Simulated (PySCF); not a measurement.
PySCF 2.14 output of an unrestricted MN15 calculation on a single atom or ion in dyall-av3z, with no relativity, point nucleus:

```
SCF conv_tol = 1e-09
number electrons alpha = 8  beta = 5
    H. S. Yu, X. He, S. L. Li, and D. G. Truhlar.,  Chem. Sci. 7, 5032-5051 (2016)
    H. S. Yu, X. He, S. L. Li, and D. G. Truhlar.,  Chem. Sci. 7, 5032-5051 (2016)
cycle= 1 E= -242.067512321218  delta_E= -0.111  |g|= 2.79  |ddm|= 1.08
cycle= 2 E= -242.070615766636  delta_E= -0.0031  |g|= 0.407  |ddm|= 0.544
cycle= 3 E= -242.070747939927  delta_E= -0.000132  |g|= 0.00877  |ddm|= 0.072
cycle= 4 E= -242.070762174727  delta_E= -1.42e-05  |g|= 0.00226  |ddm|= 0.0367
cycle= 5 E= -242.070765540213  delta_E= -3.37e-06  |g|= 0.000504  |ddm|= 0.00557
cycle= 6 E= -242.070768027522  delta_E= -2.49e-06  |g|= 0.000197  |ddm|= 0.00928
cycle= 7 E= -242.070768321702  delta_E= -2.94e-07  |g|= 2.94e-05  |ddm|= 0.0048
cycle= 8 E= -242.070768323395  delta_E= -1.69e-09  |g|= 6.46e-06  |ddm|= 0.000485
cycle= 9 E= -242.070768323463  delta_E= -6.82e-11  |g|= 8.61e-07  |ddm|= 0.000104
converged SCF energy = -242.070768323463  <S^2> = 3.7501096  2S+1 = 4.0000548
```

The run itself started from symmetry-adapted Hartree-Fock orbitals and held the occupation by maximum overlap, on a logarithmic radial grid, so the iterations belong to that start.

Which element, charge and spin multiplicity is this?

Al (aluminium, neutral), multiplicity 4; the state was [Ne] 3s1 3p1 4s1, high-spin 4P determinant (an excited configuration).

The outer electron is Rydberg-like, and this basis confines it to a smaller radius and binds it less than a complete one would.
